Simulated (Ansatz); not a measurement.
Relaxation of H₈N₂SSi₂ (13 atoms, charge 0, multiplicity 1), to a largest force component of 0.015 eV/Å in at most 40 steps.

Theory: Ansatz, RKS r2SCAN-D4/def2-SVP.

```xyz
13
Properties=species:S:1:pos:R:3
N -1.225 1.202 1.158
Si -0.326 -0.083 0.743
S 1.323 0.027 1.999
N 0.210 0.443 -0.784
Si 0.451 -0.920 -1.778
H -1.951 1.371 0.395
H -0.659 2.075 1.086
H -1.085 -1.295 0.807
H 0.670 -0.042 3.200
H 0.999 0.961 -0.664
H 0.919 -0.387 -3.034
H -0.776 -1.681 -1.945
H 1.471 -1.706 -1.168
```

Question: Where does it end, and by what steps?

Answer: The forces met the threshold. After 20 steps the energy has fallen by 1.657 eV; H13 moved furthest, 1.14 Å.

```
step  energy less start (eV)  largest force component (eV/Å)  accepted
   0                  0.0000                           4.341       yes
   1                 -1.1655                           1.729       yes
   2                 -1.4741                           0.608       yes
   3                 -1.5604                           1.075       yes
   4                 -1.6112                           0.352       yes
   5                 -1.5983                           0.333        no
   6                 -1.6323                           0.398       yes
   7                 -1.6425                           0.116       yes
   8                 -1.6452                           0.103       yes
   9                 -1.6469                           0.055       yes
  10                 -1.6486                           0.058       yes
  11                 -1.6509                           0.093       yes
  12                 -1.6523                           0.090       yes
  13                 -1.6534                           0.093       yes
  14                 -1.6544                           0.056       yes
  15                 -1.6555                           0.044       yes
  16                 -1.6561                           0.062       yes
  17                 -1.6563                           0.041       yes
  18                 -1.6565                           0.018       yes
  19                 -1.6566                           0.022       yes
  20                 -1.6566                           0.014       yes
```

```xyz
13
Properties=species:S:1:pos:R:3
N -1.296 1.354 1.128
Si -0.249 0.012 0.851
S 1.190 0.045 2.452
N 0.747 -0.057 -0.575
Si 0.557 -1.022 -2.014
H -2.198 1.389 0.660
H -0.919 2.288 1.261
H -1.136 -1.180 0.782
H 0.312 0.519 3.364
H 1.556 0.565 -0.564
H 0.378 -0.179 -3.239
H -0.658 -1.866 -1.829
H 1.738 -1.906 -2.262
```

Run time: 66 s on 2 threads of AMD EPYC 9R14 (Zen 4), on a shared host, peak memory 0.21 GiB.
